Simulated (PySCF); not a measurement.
This script is equivalent to a calculation on I (iodine, neutral).

```python
from pyscf import gto, scf, dft, mp, cc
import basis_set_exchange as bse
mol = gto.M(atom="I 0 0 0", charge=0, spin=1, symmetry="D2h",
            basis=gto.basis.parse(bse.get_basis("aug-cc-pwCVTZ-DK3", elements=["I"], fmt="nwchem", augment_diffuse=1)),
            nucmod="G")
mf = scf.UHF(mol).sfx2c1e()
mf.irrep_nelec = {'Ag': (9, 9), 'B1g': (2, 2), 'B2g': (2, 2), 'B3g': (2, 2), 'B1u': (4, 4), 'B2u': (4, 4), 'B3u': (4, 3)}
mf.kernel()
```

(1) What total energy does it give?

(2) Which occupied shell lies highest, and where?

(3) What is ⟨S²⟩, and what would a pure spin state give?

Results:

(1) -7112.41799 hartree (calculated).

(2) 5p β, at -10.424 eV.

(3) 0.761, against 0.75.
